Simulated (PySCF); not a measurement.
Al(H)(Et)(OMe), SMILES C[O][AlH][CH2]C (C₃H₉AlO), singlet, B3LYP/def2-SVP optimised geometry.

```
14

Al    -0.45     0.34     0.00
H     -1.35     1.65     0.00
C      1.52     0.34     0.00
C      2.21     1.71    -0.10
H      1.85    -0.32    -0.82
H      1.84    -0.18     0.92
H      1.92     2.38     0.73
H      1.95     2.24    -1.03
H      3.31     1.63    -0.07
O     -1.23    -1.17     0.01
C     -2.51    -1.73     0.02
H     -2.66    -2.35     0.93
H     -3.31    -0.96     0.01
H     -2.66    -2.38    -0.85
```

Density from PySCF with B3LYP/def2-TZVP at that geometry.

Minimum of the electron density along straight lines between bonded atoms, close to the bond critical point (lines longer than 1.1 times the sum of covalent radii, or with two minima, are not listed):

```json
[
 {"bond": "Al1–H2", "length / Å": "1.591", "ρ at the minimum / e bohr⁻³": "?", "∇²ρ there / e bohr⁻⁵": "?", "position (fraction from the first atom)": "0.50"},
 {"bond": "Al1–C3", "length / Å": "1.963", "ρ at the minimum / e bohr⁻³": "?", "∇²ρ there / e bohr⁻⁵": "0.24", "position (fraction from the first atom)": "0.40"},
 {"bond": "C3–C4", "length / Å": "1.538", "ρ at the minimum / e bohr⁻³": "0.236", "∇²ρ there / e bohr⁻⁵": "-0.56", "position (fraction from the first atom)": "0.50"},
 {"bond": "C3–H5", "length / Å": "1.107", "ρ at the minimum / e bohr⁻³": "0.264", "∇²ρ there / e bohr⁻⁵": "-0.85", "position (fraction from the first atom)": "0.63"},
 {"bond": "C3–H6", "length / Å": "1.107", "ρ at the minimum / e bohr⁻³": "0.264", "∇²ρ there / e bohr⁻⁵": "-0.85", "position (fraction from the first atom)": "0.63"},
 {"bond": "C4–H7", "length / Å": "1.103", "ρ at the minimum / e bohr⁻³": "0.272", "∇²ρ there / e bohr⁻⁵": "-0.91", "position (fraction from the first atom)": "0.64"},
 {"bond": "C4–H8", "length / Å": "1.103", "ρ at the minimum / e bohr⁻³": "0.272", "∇²ρ there / e bohr⁻⁵": "-0.91", "position (fraction from the first atom)": "0.64"},
 {"bond": "C4–H9", "length / Å": "1.104", "ρ at the minimum / e bohr⁻³": "0.272", "∇²ρ there / e bohr⁻⁵": "-0.91", "position (fraction from the first atom)": "0.64"},
 {"bond": "Al1–O10", "length / Å": "1.705", "ρ at the minimum / e bohr⁻³": "0.104", "∇²ρ there / e bohr⁻⁵": "0.76", "position (fraction from the first atom)": "0.43"},
 {"bond": "O10–C11", "length / Å": "1.396", "ρ at the minimum / e bohr⁻³": "0.266", "∇²ρ there / e bohr⁻⁵": "-0.56", "position (fraction from the first atom)": "0.65"},
 {"bond": "C11–H12", "length / Å": "1.106", "ρ at the minimum / e bohr⁻³": "0.277", "∇²ρ there / e bohr⁻⁵": "-0.96", "position (fraction from the first atom)": "0.64"},
 {"bond": "C11–H13", "length / Å": "1.108", "ρ at the minimum / e bohr⁻³": "0.276", "∇²ρ there / e bohr⁻⁵": "-0.94", "position (fraction from the first atom)": "0.64"},
 {"bond": "C11–H14", "length / Å": "1.106", "ρ at the minimum / e bohr⁻³": "0.277", "∇²ρ there / e bohr⁻⁵": "-0.96", "position (fraction from the first atom)": "0.64"}
]
```

Problem. What belongs in the gaps?

Solution. 
- Al1–H2, ρ at the minimum / e bohr⁻³: 0.082
- Al1–H2, ∇²ρ there / e bohr⁻⁵: 0.20
- Al1–C3, ρ at the minimum / e bohr⁻³: 0.088
